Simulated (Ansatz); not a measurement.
Relaxation of trans-PtH2(PF3)2 (P2PtH2F6) with RKS PBE-D4/def2-SVP.

```sh
$ ansatz run in.yaml --threads 4 --pin off --events-out ev --progress --plain --max-ram 4787MiB
```

```yaml
crystal:
  periodic: [false, false, false]
  atoms:
    - {symbol: F, position_ang: [0.024650, 2.912850, 1.353410]}
    - {symbol: F, position_ang: [-1.182350, 3.056430, -0.642570]}
    - {symbol: F, position_ang: [1.122090, 3.061990, -0.710840]}
    - {symbol: F, position_ang: [-1.063050, -3.033440, 0.829020]}
    - {symbol: F, position_ang: [1.224670, -3.070950, 0.528980]}
    - {symbol: F, position_ang: [-0.168380, -2.927220, -1.337670]}
    - {symbol: P, position_ang: [-0.008500, 2.182850, -0.044530]}
    - {symbol: P, position_ang: [0.011030, -2.182490, 0.041480]}
    - {symbol: Pt, position_ang: [0.013770, 0.000110, -0.005830]}
    - {symbol: H, position_ang: [1.565730, 0.026220, 0.015050]}
    - {symbol: H, position_ang: [-1.539680, -0.026360, -0.026520]}
basis:
  gaussian: {orbitals: def2-SVP}
hamiltonian: {xc: pbe, dispersion: d4}
scf: {lower_state_search: "off"}
output: {orbitals: {seedname: orbitals}}
relax: {f_tol: 0.02, max_steps: 100}
```

Hardware: 4 threads of Intel Xeon Platinum 8488C on a shared host. Wall time 16 s.

Positions (Å) and forces (eV/Å) at steps 1, 2, 3, 4, 7, 8, 9, 10, 11, 12, 13 of 13:

```xyz
11
step=1 energy=-38123.7871 eV
F     0.025    2.913    1.353    0.041   -0.186    1.098
F    -1.182    3.056   -0.643   -0.970   -0.258   -0.515
F     1.122    3.062   -0.711    0.958   -0.215   -0.568
F    -1.063   -3.033    0.829   -0.862    0.263    0.628
F     1.225   -3.071    0.529    1.007    0.236    0.415
F    -0.168   -2.927   -1.338   -0.156    0.187   -1.080
P    -0.009    2.183   -0.045   -0.015    1.238    0.060
P     0.011   -2.182    0.041   -0.008   -1.262   -0.024
Pt    0.014    0.000   -0.006    0.003   -0.002   -0.011
H     1.566    0.026    0.015    2.220    0.051    0.029
H    -1.540   -0.026   -0.027   -2.218   -0.052   -0.034
11
step=2 energy=-38124.2082 eV
F     0.027    2.949    1.389    0.027   -0.113    0.480
F    -1.210    3.028   -0.656   -0.373   -0.168   -0.175
F     1.150    3.044   -0.725    0.391   -0.151   -0.199
F    -1.090   -3.010    0.846   -0.340    0.175    0.225
F     1.253   -3.051    0.539    0.396    0.154    0.142
F    -0.177   -2.959   -1.371   -0.073    0.109   -0.473
P    -0.004    2.215   -0.016   -0.053    0.383   -0.102
P     0.007   -2.215    0.016    0.019   -0.390    0.094
Pt    0.015    0.000   -0.006    0.009    0.003    0.007
H     1.687    0.037    0.017   -0.227   -0.003    0.002
H    -1.660   -0.038   -0.031    0.224    0.002    0.000
11
step=3 energy=-38124.2578 eV
F     0.029    2.928    1.409    0.003   -0.012    0.110
F    -1.231    3.000   -0.665   -0.041   -0.052   -0.010
F     1.169    3.009   -0.736    0.049   -0.035   -0.023
F    -1.106   -2.973    0.859   -0.036    0.043    0.021
F     1.274   -3.024    0.542    0.051    0.040    0.005
F    -0.185   -2.940   -1.392   -0.014    0.016   -0.107
P    -0.007    2.214   -0.012   -0.004    0.117   -0.081
P     0.009   -2.214    0.011   -0.006   -0.118    0.091
Pt    0.016    0.000   -0.005    0.002    0.000   -0.006
H     1.680    0.041    0.024   -0.087    0.002    0.003
H    -1.649   -0.042   -0.035    0.083   -0.002   -0.004
11
step=4 energy=-38124.2600 eV
F     0.031    2.921    1.413    0.008    0.007    0.009
F    -1.235    2.990   -0.666    0.015    0.002    0.007
F     1.173    3.011   -0.740   -0.010   -0.015    0.011
F    -1.108   -2.974    0.867    0.017    0.019   -0.008
F     1.280   -3.022    0.538   -0.013    0.003   -0.005
F    -0.193   -2.926   -1.395   -0.006   -0.014   -0.009
P    -0.003    2.216   -0.015   -0.030   -0.009   -0.031
P     0.007   -2.216    0.017    0.006    0.007    0.008
Pt    0.017    0.000   -0.005    0.011    0.002    0.015
H     1.674    0.046    0.032    0.005   -0.002    0.006
H    -1.643   -0.047   -0.045   -0.004    0.001   -0.005
11
step=7 energy=-38124.2635 eV
F     0.091    2.925    1.409   -0.013    0.009   -0.019
F    -1.259    2.998   -0.616    0.019    0.012    0.023
F     1.147    2.992   -0.792   -0.032   -0.013    0.014
F    -1.063   -2.952    0.932    0.041    0.024   -0.024
F     1.304   -3.030    0.456   -0.031   -0.016   -0.018
F    -0.280   -2.930   -1.384    0.017    0.012    0.049
P    -0.008    2.215   -0.014    0.037    0.029   -0.017
P     0.009   -2.214    0.011   -0.019   -0.040   -0.009
Pt    0.021    0.001   -0.003   -0.017   -0.022    0.015
H     1.670    0.080    0.218   -0.107    0.012   -0.015
H    -1.631   -0.084   -0.219    0.107   -0.007    0.001
11
step=8 energy=-38124.2651 eV
F     0.112    2.927    1.410   -0.015    0.001   -0.023
F    -1.264    3.001   -0.596    0.014    0.012    0.025
F     1.139    2.987   -0.805   -0.037   -0.031    0.019
F    -1.049   -2.945    0.956    0.055    0.034   -0.031
F     1.309   -3.040    0.431   -0.036   -0.005   -0.023
F    -0.313   -2.931   -1.375    0.032    0.025    0.071
P    -0.007    2.214   -0.011    0.035    0.047   -0.016
P     0.009   -2.215    0.013   -0.046   -0.065   -0.015
Pt    0.021    0.000    0.001   -0.004   -0.007   -0.056
H     1.662    0.112    0.267   -0.117   -0.009    0.012
H    -1.619   -0.110   -0.290    0.119   -0.003    0.037
11
step=9 energy=-38124.2674 eV
F     0.140    2.929    1.406   -0.022   -0.009   -0.038
F    -1.270    3.014   -0.573    0.011   -0.001    0.028
F     1.129    2.979   -0.827   -0.034   -0.031    0.014
F    -1.029   -2.937    0.981    0.058    0.040   -0.039
F     1.316   -3.049    0.397   -0.050    0.017   -0.030
F    -0.348   -2.933   -1.368    0.045    0.036    0.094
P    -0.009    2.216   -0.012    0.046    0.044    0.001
P     0.011   -2.215    0.011   -0.049   -0.086   -0.028
Pt    0.021    0.001   -0.002   -0.038   -0.016   -0.025
H     1.643    0.136    0.344   -0.083   -0.006   -0.004
H    -1.604   -0.141   -0.358    0.115    0.013    0.026
11
step=10 energy=-38124.2691 eV
F     0.173    2.931    1.402   -0.023   -0.024   -0.054
F    -1.279    3.022   -0.542    0.018   -0.017    0.029
F     1.114    2.970   -0.853   -0.023   -0.031    0.011
F    -1.010   -2.930    1.002    0.039    0.034   -0.035
F     1.321   -3.054    0.370   -0.049    0.033   -0.030
F    -0.374   -2.940   -1.361    0.042    0.036    0.087
P    -0.010    2.215   -0.011    0.032    0.055    0.020
P     0.012   -2.216    0.008   -0.029   -0.086   -0.022
Pt    0.019   -0.001   -0.004   -0.044    0.018   -0.020
H     1.619    0.155    0.417   -0.044   -0.018   -0.005
H    -1.585   -0.151   -0.430    0.081    0.001    0.021
11
step=11 energy=-38124.2696 eV
F     0.209    2.939    1.398   -0.020   -0.033   -0.071
F    -1.291    3.031   -0.506    0.035   -0.021    0.028
F     1.095    2.963   -0.882   -0.022   -0.025    0.018
F    -0.997   -2.923    1.017    0.017    0.026   -0.031
F     1.326   -3.047    0.353   -0.041    0.041   -0.023
F    -0.387   -2.944   -1.354    0.023    0.028    0.059
P    -0.010    2.218   -0.009    0.005    0.060    0.027
P     0.011   -2.212    0.006    0.000   -0.094   -0.004
Pt    0.013    0.003   -0.005    0.014   -0.048   -0.009
H     1.596    0.142    0.480   -0.045    0.025   -0.009
H    -1.567   -0.169   -0.498    0.034    0.041    0.016
11
step=12 energy=-38124.2703 eV
F     0.227    2.935    1.394   -0.016   -0.030   -0.068
F    -1.296    3.029   -0.490    0.044   -0.026    0.027
F     1.087    2.955   -0.898   -0.026   -0.021    0.024
F    -0.995   -2.925    1.015    0.002    0.013   -0.019
F     1.329   -3.044    0.353   -0.021    0.021   -0.012
F    -0.381   -2.952   -1.354    0.005    0.012    0.023
P    -0.010    2.214   -0.009    0.003    0.078    0.017
P     0.011   -2.215    0.004    0.022   -0.055    0.009
Pt    0.011   -0.001   -0.009   -0.021    0.018    0.029
H     1.584    0.150    0.505   -0.015   -0.007   -0.022
H    -1.566   -0.148   -0.511    0.024   -0.003   -0.007
11
step=13 energy=-38124.2708 eV
F     0.238    2.934    1.392    0.002    0.005    0.002
F    -1.296    3.032   -0.478   -0.001    0.005    0.001
F     1.082    2.951   -0.904    0.000    0.003    0.000
F    -1.003   -2.927    1.006   -0.001   -0.005    0.000
F     1.328   -3.039    0.365    0.003   -0.005    0.003
F    -0.368   -2.951   -1.355    0.001   -0.004   -0.001
P    -0.010    2.215   -0.008   -0.001   -0.014   -0.002
P     0.011   -2.215    0.006   -0.001    0.016   -0.001
Pt    0.006    0.000   -0.007    0.000    0.000    0.000
H     1.581    0.150    0.497   -0.001   -0.001   -0.001
H    -1.568   -0.150   -0.514   -0.001    0.000    0.000
```

In the def2 sets Pt takes a core potential; there is no spin–orbit coupling. The relaxation made no stability test and no search for a lower SCF solution. No other spin state of charge 0 was run. Another isomer (singlet) lies 0.27 eV lower at PBE0-D4/def2-TZVP; other spin states weren't run for this one.
